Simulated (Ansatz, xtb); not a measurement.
Isomers of C2H8ClNSi2 in order of energy

3 gas-phase structures of C2H8ClNSi2, from a drawn sample of its isomers (lower ones may exist). Each was relaxed with GFN2-xTB; where two conformers were screened, the lower at r2SCAN-D4/def2-SVP is listed:

A. `C=CN([SiH3])[SiH2]Cl`, a singlet
B. `C=C[SiH2]N[SiH2]Cl`, a singlet
C. `C=C[Si@@H](Cl)N[SiH3]`, a singlet

Question: Which do you expect lowest at r2SCAN-D4/def2-SVP, and how would the others follow?

Answer: Calculated order at r2SCAN-D4/def2-SVP: C (0.0), B (1.4), A (8.1) kcal/mol.

Energies above the lowest of each column, in kcal/mol; the last columns are at PBE0-D3(BJ)/def2-SVP geometries:

```
structure  GFN2-xTB  HF/STO-3G  r2SCAN-D4/def2-SVP  PBE0-D3(BJ)/def2-SVP  CCSD(T)/def2-SVP + ΔMP2/def2-TZVPP
        C      14.1        0.0                 0.0                   0.0                                 0.0
        B      13.1        0.6                 1.4                   0.1                                 0.3
        A       0.0        3.7                 8.1                   9.6                                12.7
```

CCSD(T)/def2-SVP + ΔMP2/def2-TZVPP puts C lowest, with B within 1 kcal/mol; GFN2-xTB picks A. Flexible structures stand in one conformer each, not always the lowest. ΔMP2 is the change of the MP2 energy from the smaller to the larger basis.

Programs: Ansatz 0.2.0, xtb 6.7.1.
